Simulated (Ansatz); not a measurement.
C2H5FSi2 (`F[SiH]1C=C[SiH2]1`), relaxed with RKS PBE-D4/def2-SVP in the Gaussian-basis code of Ansatz from a rough embedded geometry. The force threshold is 0.03 eV/Å; the program also tests the step.

Charge 0, multiplicity 1.

Start:

```xyz
10

F     1.951    0.964    1.252
Si    0.421    0.652    1.110
C     0.290   -1.144    0.549
C    -0.338   -1.052   -0.757
Si   -0.444    0.849   -0.916
H    -0.413    0.941    2.320
H     0.543   -2.052    1.059
H    -0.587   -1.800   -1.463
H     0.437    1.377   -2.076
H    -1.860    1.264   -1.079
```

(1) By how much does the energy fall, and how many steps does the optimiser take? (Best estimate.)

(2) Which bonds change most? (An estimate is asked.)

(3) Give the relaxed structure. (Best estimate.)

Answers

(1) Ansatz gave: 64.47 kJ/mol, in 8 steps, 1 of them rejected.

(2) The calculation gave: Si2–Si5 from 2.212 to 2.349 Å; C3–C4 from 1.451 to 1.368 Å; F1–Si2 from 1.568 to 1.648 Å; C4–H8 from 1.058 to 1.107 Å.

(3) The calculation gave: 
```xyz
10

F     1.970    1.149    1.454
Si    0.451    0.598    1.131
C     0.316   -1.169    0.491
C    -0.346   -1.023   -0.697
Si   -0.485    0.853   -1.009
H    -0.348    0.883    2.375
H     0.592   -2.151    0.919
H    -0.691   -1.881   -1.306
H     0.412    1.344   -2.114
H    -1.871    1.396   -1.243
```
